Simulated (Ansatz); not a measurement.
Calculated with Ansatz (gas phase, PBE0-D4/def2-TZVP geometries, no zero-point term in ΔE). CCSD(T)/CBS is the MP2 limit (def2-TZVPP, def2-QZVPP) plus CCSD(T) − MP2 in def2-TZVPP, frozen cores. DFT in def2-TZVPP. For Ge outer-core shells are correlated without core-valence functions, which leaves a few kJ/mol of doubt a bond. Scalar relativity is left out up to krypton. Each species was taken in one conformer, which may not be the lowest.

`C[O][Al]([F])[O]C` + `[OH][GeH]([Cl])[Cl]` → `C[O][AlH][O]C` + `[OH][Ge]([F])([Cl])[Cl]`  (redistribution)

```csv
species,B2PLYP energy (Eh)
`C[O][Al]([F])[O]C`,-572.52535
`[OH][GeH]([Cl])[Cl]`,-3073.33737
`C[O][AlH][O]C`,-473.19808
`[OH][Ge]([F])([Cl])[Cl]`,-3172.61976
```

Work out ΔE.

ΔE = (-473.19808) + (-3172.61976) − (-572.52535) − (-3073.33737) = 0.04488 Eh = +1.22 eV. CCSD(T)/CBS gives +1.27 eV.

Largest T1 diagnostic among the species: 0.012.

From PBE to PBE0 (25 % exact exchange), in def2-TZVPP and without D4, ΔE moves by +0.04 eV. Leaving LDA and LC-ωPBE aside and taking each functional with its dispersion term where it has one, the values, not all of them listed here, spread over 0.17 eV, from B97M-V to BHLYP-D4. At CCSD(T), def2-SVP lies −0.13 eV from the extrapolated value and def2-TZVPP −0.07 eV.
